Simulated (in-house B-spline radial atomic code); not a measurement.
How numerical settings move a run on the oxygen ion O⁵⁺, [He] 2s1. Computed with a B-spline radial code for spherical atoms: scalar-relativistic (X2C) revTPSS, spherical fractional occupations, Fermi nucleus of rms radius 2.6991 fm.

Command:
```bash
python run_scf.py task.json out
```
Settings of the sound reference run:
```
Z                8
electrons        3
configuration    [He] 2s1
hamiltonian      x2c
method           revtpss,revtpss
spin_polarised   False
nucleus          fermi
rms_radius       2.6991
mass_number      16
atomic_mass      15.99491
speed_of_light   137.036
knot_spacing     0.22
spline_order     8
gauss_points     12
box_radius       10.53
max_iterations   70
damping          0.5
damped_steps     3
diis_vectors     10
tolerance        1e-08
start            Thomas-Fermi
```

Run time, properties included: 0.25 s on 1 thread of Arm Neoverse N1 (shared host).

It converges in 7 iterations to -64.225719 hartree, with 2s at -125.831 eV. The other runs change the listed settings, some to values that make no sense; their results aren't properties of the atom or ion. Radii are in bohr (the nuclear one in fm), a minus after a letter asks for a j subshell, and «unchanged» means within 1e-8 hartree. The run stops when the residual is below 10 × tolerance × max(1, Z/10), or a noise floor if that is larger, and the energy moves by less than 1e-8 × √|E| hartree; so very loose and very tight tolerances often act alike.

| changed settings | outcome |
| --- | --- |
| knot_spacing = 0.1 | converged in 6 iterations, energy -2.44e-05 hartree from the reference, 2s level -1.5e-03 eV |
| knot_spacing = 1 | converged in 7 iterations, energy +2.47e-03 hartree from the reference, 2s level +3.5e-03 eV |
| spline_order = 7, first_knot = 0.0375, max_iterations = 100, damping = 0.2, tolerance = 0.001 | converged in 4 iterations, energy +6.08e-04 hartree from the reference, 2s level -1.2e-05 eV |
| electrons = 4, configuration = [He] 2s1 3p-1, max_iterations = 100 | stopped with error: j subshells need the Dirac Hamiltonian and l > 0 |
| tolerance = 1e-06 | converged in 6 iterations, energy unchanged, 2s level +3.4e-06 eV |
| knot_spacing = 0.3 | converged in 7 iterations, energy +1.49e-05 hartree from the reference, 2s level +1.3e-03 eV |
| knot_spacing = 0.15 | converged in 7 iterations, energy -2.13e-05 hartree from the reference, 2s level -1.3e-03 eV |
| knot_spacing = 0.4 | converged in 7 iterations, energy +4.47e-05 hartree from the reference, 2s level +1.7e-03 eV |
| knot_spacing = 1.4, box_radius = 5.26, max_iterations = 75, damping = 0.2 | converged in 7 iterations, energy +7.14e-03 hartree from the reference, 2s level +3.4e-03 eV |
| knot_spacing = 0.75 | converged in 7 iterations, energy +3.97e-03 hartree from the reference, 2s level +3.5e-03 eV |
| electrons = 5, configuration = [He] 2s3, max_iterations = 100 | stopped with error: shell 2s holds at most 2 electrons |
| start = bare nucleus | converged in 7 iterations, energy unchanged |

Q: What happens with knot_spacing = 0.55, spline_order = 3, first_knot = 0.000125, max_iterations = 60, damping = 0.8?

A: Converged in 7 iterations, energy +5.78e-02 hartree from the reference, 2s level +3.7e-01 eV.

Q: What happens with knot_spacing = 0.55, gauss_points = 6, max_iterations = 50, diis_vectors = 20, start = bare nucleus?

A: Converged in 7 iterations, energy +4.02e-04 hartree from the reference, 2s level +4.1e-03 eV.

Q: What happens with knot_spacing = 2?

A: Converged in 7 iterations, energy +5.58e-01 hartree from the reference, 2s level +1.3e-01 eV (the program warns: 1s reaches the box edge).

Q: What happens with knot_spacing = 0.55?

A: Converged in 7 iterations, energy +3.95e-04 hartree from the reference, 2s level +3.8e-03 eV.
